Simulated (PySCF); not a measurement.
## How the method moves the HOMO and LUMO of `O[Si@H]1C[Si@H](F)C1`

Species: C2H7FOSi2.
Z-matrix (Å and degrees, PBE0-D3(BJ)/def2-SVP geometry), rows numbered from 1:
```
O 
Si  1  1.6680
C   2  1.8898  1  109.69
Si  3  1.8861  2   87.90  1   117.58
F   4  1.6317  3  111.89  2   114.16
C   4  1.8857  3   92.64  2    -0.52
H   1  0.9616  2  116.85  3   176.54
H   2  1.4968  1  110.73  3  -128.69
H   3  1.1010  2  116.01  1  -124.96
H   3  1.1020  2  113.34  1     1.31
H   4  1.4905  3  116.55  2  -122.53
H   6  1.1018  2  115.58  1   130.95
H   6  1.1015  2  115.14  1     3.30
```

Basis pcSseg-1 throughout (PySCF), one geometry. Isolated species at its PBE0-D3(BJ)/def2-SVP geometry (one conformer only).

How do the orbital energies, the gap and the dipole change with the method?

```csv
method,kind,HOMO (eV),LUMO (eV),gap (eV),μ (D),SCF cycles
BLYP,GGA,-6.47,-0.68,5.79,2.17,15
OPBE,GGA,-6.59,-0.73,5.85,2.16,15
PBE,GGA,-6.59,-0.84,5.75,2.18,14
B97-D,GGA,-6.61,-0.68,5.93,2.18,14
KT2,GGA,-6.68,-1.00,5.68,2.14,14
LDA,LDA,-6.70,-1.04,5.66,2.26,13
BP86,GGA,-6.71,-0.89,5.81,2.18,14
KT3,GGA,-6.71,-0.90,5.81,2.13,14
B97-2,global hybrid,-7.68,0.04,7.72,2.22,12
B3LYP,global hybrid,-7.70,-0.14,7.55,2.23,13
PBE0,global hybrid,-7.92,0.04,7.96,2.24,12
mPW1PW91,global hybrid,-7.96,0.03,7.99,2.24,12
BHandHLYP,global hybrid,-9.13,1.01,10.14,2.29,12
CAM-B3LYP,range-separated hybrid,-9.25,1.15,10.40,2.26,12
wB97X-D,range-separated hybrid,-9.78,1.85,11.63,2.25,13
LC-wPBE,range-separated hybrid,-10.59,2.30,12.89,2.24,14
HF,Hartree–Fock,-10.99,3.45,14.45,2.35,10
```

The HOMO spans 4.53 eV, from BLYP down to HF, and the gap runs from 5.66 eV (LDA) to 14.45 eV (HF). Over the methods BLYP (0 %), OPBE (0 %), PBE (0 %), B97-D (0 %), KT2 (0 %), LDA (0 %), BP86 (0 %), KT3 (0 %), B97-2 (21 %), B3LYP (20 %), PBE0 (25 %), mPW1PW91 (25 %), BHandHLYP (50 %), HF (100 %), a straight line through the gap against the share of exact exchange rises by 0.87 eV for each 10 % (correlation coefficient 1.000). The dipole ranges from 2.13 D (KT3) to 2.35 D (HF). This basis has no diffuse functions.
